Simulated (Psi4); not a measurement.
A dimer, BF3 ··· O2S (SMILES FB(F)F and O=S=O); the first 4 atoms form monomer A.

```
7

F      1.1922    -0.5558    -0.0237
B      0.0001     0.0001    -0.0003
F     -1.0770    -0.7546     0.0035
F     -0.1153     1.3104     0.0205
O      0.6313     1.7472    -5.6799
S      0.7053     1.6856    -4.2445
O      0.1726     0.5317    -3.5705
```

Question: What interaction energy does SAPT0/jun-cc-pVDZ, frozen core in Psi4 give, and which attractive term is the largest?

Answer: Total -6.80 kJ/mol: electrostatics -5.57, exchange 0.58, induction -0.39, dispersion -1.43. The most attractive term is electrostatics.
